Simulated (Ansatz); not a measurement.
`C[SiH2][SiH2]Br` + `[OH][GeH]([OH])[F]` → `O[SiH2][SiH2]Br` + `[CH3][GeH]([OH])[F]`  (redistribution)

Calculated with Ansatz (gas phase, PBE0-D4/def2-TZVP geometries, no zero-point term in ΔE). CCSD(T)/CBS adds triple-zeta CCSD(T) − MP2 to the extrapolated MP2 energy (def2 sets, frozen cores). DFT in def2-TZVPP. For Br, Ge outer-core shells are correlated without core-valence functions, which leaves a few kJ/mol of doubt a bond. Scalar relativity is left out up to krypton. Each species was taken in one conformer, which may not be the lowest.

`C[SiH2][SiH2]Br`:

```xyz
11

C     1.507   -0.778   -0.269
Si    0.066   -0.364    0.852
Si   -1.560    0.835   -0.327
Br   -0.552    2.612   -1.243
H     1.188   -1.419   -1.093
H     2.290   -1.299    0.287
H     1.933    0.134   -0.692
H     0.504    0.478    1.999
H    -0.563   -1.600    1.398
H    -2.153    0.055   -1.444
H    -2.659    1.345    0.532
```

`[OH][GeH]([OH])[F]`:

```xyz
7

O    -0.431    1.295   -0.564
Ge   -0.254   -0.374   -0.041
O     0.408   -0.380    1.576
F     0.884   -1.065   -1.155
H    -0.143    1.427   -1.471
H    -1.520   -1.218   -0.060
H     1.056    0.316    1.715
```

`O[SiH2][SiH2]Br`:

```xyz
9

O     1.373   -0.552   -1.349
Si    0.561   -0.976    0.021
Si   -1.089    0.642    0.433
Br   -0.046    2.575   -0.042
H     1.586    0.380   -1.443
H     1.452   -1.033    1.213
H    -0.016   -2.322   -0.218
H    -2.274    0.566   -0.459
H    -1.547    0.719    1.844
```

`[CH3][GeH]([OH])[F]`:

```xyz
9

C    -0.904    0.869   -0.438
Ge    0.528   -0.372   -0.110
O     0.186   -1.158    1.434
F     2.004    0.534    0.102
H    -1.003    1.530    0.424
H    -1.841    0.331   -0.584
H    -0.690    1.465   -1.325
H     0.866   -1.405   -1.198
H     0.854   -1.795    1.696
```

```json
{"species": "`C[SiH2][SiH2]Br`", "PBE-D4 energy (Eh)": "-3194.79774"}
{"species": "`[OH][GeH]([OH])[F]`", "PBE-D4 energy (Eh)": "-2328.74617"}
{"species": "`O[SiH2][SiH2]Br`", "PBE-D4 energy (Eh)": "-3230.74328"}
{"species": "`[CH3][GeH]([OH])[F]`", "PBE-D4 energy (Eh)": "-2292.81261"}
```

Task: Work out ΔE.

Result: ΔE = (-3230.74328) + (-2292.81261) − (-3194.79774) − (-2328.74617) = -0.01198 Eh = -31.5 kJ/mol. CCSD(T)/CBS gives -37.1 kJ/mol.

Largest T1 diagnostic among the species: 0.012.
